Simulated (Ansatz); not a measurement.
`[F][Al]([Cl])[SeH]` + CH₃OH → `C[O][Al]([F])[Cl]` + H₂Se at 700 K and 1 bar (ligand exchange at the Al–Se bond).

Computed with Ansatz on PBE0-D4/def2-TZVP structures; ΔE is electronic, products minus reactants. CBS: MP2 limit from def2 TZ/QZ plus the TZ coupled-cluster correction, frozen cores. This one scheme is used for every species. For Se outer-core shells are correlated without core-valence functions, which leaves a few kJ/mol of doubt a bond. Scalar relativity is left out up to krypton. One conformer a species, not always the lowest.

| species | CCSD(T)/CBS energy (Eh) | H − E (kJ/mol) | S (J/(mol·K)) |
| --- | --- | --- | --- |
| `[F][Al]([Cl])[SeH]` | -3203.08897 | 88.0 | 417.6 |
| CH₃OH | -115.61712 | 170.8 | 288.5 |
| `C[O][Al]([F])[Cl]` | -916.81237 | 189.6 | 453.4 |
| H₂Se | -2401.89790 | 61.1 | 251.1 |

H − E and S are ideal-gas, rigid-rotor, harmonic terms from PBE0-D4/def2-TZVP, for one conformer and one mirror image of each species. 1 Eh = 2625.50 kJ/mol, R = 8.31446 J/(mol·K).

Q: By hand: ΔE, ΔH, ΔS and ΔG.

A: ΔE = (-916.81237) + (-2401.89790) − (-3203.08897) − (-115.61712) = -0.00418 Eh = -11.0 kJ/mol. Δ(H − E) = 189.6 + 61.1 − 88.0 − 170.8 = -8.1, so ΔH = -19.1 kJ/mol. ΔS = 453.4 + 251.1 − 417.6 − 288.5 = -1.6 J/(mol·K). ΔG = -19.1 − 700 × (-1.6)/1000 = -18.0 kJ/mol.

Q: By hand: the equilibrium constant, and the temperature at which ΔG would vanish if ΔH and ΔS stayed fixed.

A: log₁₀ K = −ΔG/(RT ln 10) = 1.3. ΔG = 0 at ΔH/ΔS = 11938 K, far beyond where these terms or the molecules hold.

The number of gas molecules stays the same, so ΔS is small and ΔH decides. A doubt of 5 kJ/mol in ΔE shifts log₁₀ K by 0.4 here. Other conformers and mirror images would add mixing entropy, several J/(mol·K) or more a flexible species. These are equilibria of isolated gas molecules and say nothing of rates. Largest T1 diagnostic: 0.011 (customary marks: 0.02 for closed shells, 0.045 for open ones).
